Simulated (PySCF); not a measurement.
**Ag5+: what the settings change**

The free ion Ag5+ in its d6 configuration.

Method (PySCF 2.14, density fitting): CASSCF(6,5) with orbitals averaged over all microstates of the shell, strongly contracted NEVPT2 on the averaged canonical orbitals; basis x2c-TZVPall; spin-free X2C; gas phase; spin-orbit coupling by state interaction with the mean-field operator over all roots.

Base run: NEVPT2 ground state 5D, next 3H at 21525, then 3P at 22967 cm⁻¹, B(NEVPT2) 1012, ζ 2212 cm⁻¹, μeff(300 K) 6.69 μB.

Task: What happens with no frozen core in NEVPT2?

Result: NEVPT2 ground state 5D, next 3H at 21458, then 3P at 22870 cm⁻¹, B(NEVPT2) 1007, ζ 2212 cm⁻¹, μeff(300 K) 6.69 μB.
